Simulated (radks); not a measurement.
Species: the hafnium ion Hf6+. Configuration: [Kr] 4d10 4f13 5s2 5p5 (the NIST ground configuration). All-electron calculation, Dirac Kohn-Sham, PBE, spin-unpolarised, spherical densities, finite nucleus; open shells fill j = l - 1/2 first; Fermi nuclear charge, rms radius 5.347 fm. Program: a radial shooting solver on a logarithmic mesh with Libxc functionals.

Unscreened Slater integrals over Kohn-Sham orbitals (eV). Large and small components are both included.

| integral | value |
|---|---|
| F0(4f7/2,4f7/2) | 39.075 |
| F2(4f7/2,4f7/2) | 18.825 |
| F4(4f7/2,4f7/2) | 11.860 |
| F6(4f7/2,4f7/2) | 8.5465 |
| F0(4f7/2,4f5/2) | 39.341 |
| F2(4f7/2,4f5/2) | 18.955 |
| F4(4f7/2,4f5/2) | 11.943 |
| G2(4f7/2,4f5/2) | 18.889 |
| G4(4f7/2,4f5/2) | 11.903 |
| G6(4f7/2,4f5/2) | 8.5783 |
| F0(4f7/2,5p3/2) | 23.495 |
| F2(4f7/2,5p3/2) | 7.7253 |
| G2(4f7/2,5p3/2) | 3.4548 |
| G4(4f7/2,5p3/2) | 2.8005 |
| F0(4f7/2,5p1/2) | 24.807 |
| G4(4f7/2,5p1/2) | 3.3252 |
| F0(4f5/2,4f5/2) | 39.611 |
| F2(4f5/2,4f5/2) | 19.091 |
| F4(4f5/2,4f5/2) | 12.030 |
| F0(4f5/2,5p3/2) | 23.549 |
| F2(4f5/2,5p3/2) | 7.6509 |
| G2(4f5/2,5p3/2) | 3.3593 |
| G4(4f5/2,5p3/2) | 2.7346 |
| F0(4f5/2,5p1/2) | 24.871 |
| G2(4f5/2,5p1/2) | 4.0832 |
| F0(5p3/2,5p3/2) | 19.383 |
| F2(5p3/2,5p3/2) | 10.556 |
| F0(5p3/2,5p1/2) | 19.992 |
| G2(5p3/2,5p1/2) | 10.704 |
| F0(5p1/2,5p1/2) | 20.689 |
